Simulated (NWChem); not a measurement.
Species: AlSiH5O2; SMILES [OH][Al]([OH])[SiH3]

```xyz
9

Al    -0.0007     0.5533     0.0063
O     -1.4967     1.3632    -0.0014
H     -1.6890     2.3011    -0.0147
O      1.5021     1.3506    -0.0011
H      1.7049     2.2862    -0.0176
Si    -0.0033    -1.8743     0.0001
H      1.1432    -2.4238     0.7905
H      0.1231    -2.4018    -1.3972
H     -1.2706    -2.4243     0.5756
```
Atoms are numbered in this order, from 1.

Structure relaxed at the PBE0/def2-SVP level.

Task: List the 4 lowest vertical singlet excitations from PBE/def2-SVPD, TDA (NWChem).

Result: 
| state | energy (eV) | oscillator strength | leading excitation (squared amplitude) |
|---|---|---|---|
| S1 | 6.01 | 0.184 | HOMO → LUMO+1 (0.81) |
| S2 | 6.05 | 0.000 | HOMO−2 → LUMO (0.97) |
| S3 | 6.17 | 0.012 | HOMO−1 → LUMO (0.33) |
| S4 | 6.17 | 0.037 | HOMO → LUMO (0.56) |
